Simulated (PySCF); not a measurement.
Delta-SCF ions had no search for a lower state. 

## H3GeO, SMILES `[OH][GeH2-]` (charge -1, multiplicity 1)

Computed with PySCF 2.14.0 with PBE0-D4/def2-TZVPD.

HOMO: -0.09 eV
vertical detachment energy (Delta-SCF): 2.14 eV
total energy: -2153.7482 Ha
cost: about 30 core-seconds (a rough figure)

```xyz
5

O      1.1130    -0.1067     0.4448
Ge    -0.4558     0.0583    -0.6257
H      1.8239    -0.1324    -0.1958
H     -1.1493     1.2478     0.2311
H     -1.3318    -1.0671     0.1456
```
Charge -1, spin multiplicity 1.
